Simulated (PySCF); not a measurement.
AsGaH4, SMILES [GaH2][AsH2]. Geometry optimised at PBE0-D3(BJ)/def2-TZVP.

TDA-B3LYP/def2-SVPD in PySCF 2.14.0 puts the lowest singlet excitations at 4.06, 5.24, 5.55, 5.91, 5.95, 6.43 eV.

Q: What are the lowest excitation roots from ADC(2)/aug-cc-pVDZ (PySCF)? (The exact figures need the calculation; the answer reports its results.)

A: 4.44, 5.80, 5.89, 6.15, 6.22, 6.75 eV. S1 differs by 0.38 eV (second minus first; roots are paired by order, and the bases may differ).
